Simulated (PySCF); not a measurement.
CH₈BNO₂Si. Atoms are numbered in the order given.

```xyz
14

Si    -1.1740     0.9031     0.2294
C     -2.4790    -0.4389     0.1762
N      0.4055     0.3158     0.6934
B      1.3451    -0.3578    -0.1728
O      2.4573    -1.0076     0.2955
O      1.1669    -0.4008    -1.5305
H     -1.5709     1.9812     1.1844
H     -1.0442     1.4917    -1.1447
H     -2.6196    -0.8988     1.1676
H     -2.1805    -1.2352    -0.5250
H     -3.4516    -0.0396    -0.1553
H      0.6351     0.3693     1.6821
H      2.5126    -1.0235     1.2556
H      0.4720     0.1902    -1.8431
```

The structure is a stationary point at r2SCAN-D4/def2-SVP. The structure was generated by enumeration, and PubChem lists no compound with its InChIKey, so it may never have been made. Other conformers were not sampled.

Computed with PBE/def2-TZVP run with PySCF.

Computed frontier levels, gap, dipole moment and polarisability:
```
Item                                                                                                              Value
---------------------------------------------------------------------------------------------  ------------------------
highest occupied level                                                                                         -6.32 eV
lowest empty level                                                                                             -0.67 eV
orbital gap                                                                                                     5.64 eV
dipole moment                                                                                                 0.682 e·Å
quadrupole, principal values (traceless, Buckingham form, about the centre of nuclear charge)  -12.94, -0.36, 13.30 D·Å
mean static polarisability                                                                        69.3 bohr³ (10.27 Å³)
polarisability, principal values                                                                 61.6, 65.6, 80.8 bohr³
```
